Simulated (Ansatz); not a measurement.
The cluster PdS2. Charge 0, multiplicity 3. Geometry B3LYP-D4/def2-TZVP; atoms count from 1.

```xyz
3

Pd   -0.798   -0.035   -1.170
S    -0.154   -0.717    0.984
S     0.952    0.752    0.186
```

In the def2 sets Pd takes a core potential; there is no spin–orbit coupling. The structure comes from a short search, and lower isomers may exist.

(1) Estimate the Mulliken populations from the PBE0/def2-TZVP orbitals of Ansatz.

(2) Where does the spin sit?

(3) And the Mayer bond orders between heavy atoms (over 0.3)?

Results:

(1) 
```tsv
atom	charge (e)	spin (α − β)	d electrons
Pd1	0.27	0.46	9.29
S2	-0.13	0.77	–
S3	-0.13	0.77	–
```
Mulliken values depend strongly on the basis.

(2) Summed by element: Pd 0.46, S 1.54, of 2 unpaired in all. Largest on single atoms: S3 0.77, S2 0.77, Pd1 0.46.

(3) Pd1–S2 0.73 (2.35 Å); Pd1–S3 0.73 (2.35 Å); S2–S3 1.57 (2.00 Å).
